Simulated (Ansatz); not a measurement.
Reaction (atomization): `CNC[SiH2]Cl` → 2 C• + Cl• + 8 H• + N• + Si•

Isolated molecules relaxed with PBE0-D4/def2-TZVP in Ansatz; ΔE leaves out vibrations. CCSD(T)/CBS is the MP2 limit (def2-TZVPP, def2-QZVPP) plus CCSD(T) − MP2 in def2-TZVPP, frozen cores. This one scheme is used for every species, atoms too. DFT in def2-TZVPP. B3LYP here is the variant with VWN-RPA as its local correlation; programs differ in this. Open shells (•) are unrestricted, without spin–orbit coupling. Spin–orbit coupling would lower the free atoms: a little for C, Cl, Si. Each species was taken in one conformer, which may not be the lowest.

| level | ΔE (kJ/mol) |
| --- | --- |
| PBE0-D4 | 4583.5 |
| B3LYP | 4532.6 |
| CCSD(T)/def2-TZVPP | 4453.6 |
| MP2/def2-QZVPP | 4566.8 |

Problem. What does CCSD(T)/CBS give? (Estimate.)

Solution. Ansatz gave: +4576.7 kJ/mol. The listed levels differ from it by 6.8, -44.1, -123.1, -9.9 kJ/mol.

Largest T1 diagnostic among the species: 0.012.

The D4 term adds +46.6 kJ/mol with B3LYP and +24.7 kJ/mol with PBE0; it sums over pairs of atoms, weighted by their polarisabilities, and B3LYP, whose exchange is more repulsive, gets the larger term. In def2-TZVPP, CCSD(T) changes the Hartree–Fock value by +1106.3 kJ/mol (the triples alone add +59.1 kJ/mol) and MP2 by +1146.6 kJ/mol; breaking electron pairs costs correlation energy, which Hartree–Fock lacks. From PBE to PBE0 (25 % exact exchange), in def2-TZVPP and without D4, ΔE moves by −52.3 kJ/mol: exact exchange takes away binding that semilocal exchange gives to molecules.

For atomizations the MP2-based limit and the directly extrapolated one differ by several kJ/mol either way, and by 10 to 25 for some Ge, Se and Sn compounds, so smaller differences from it don't rank the levels.
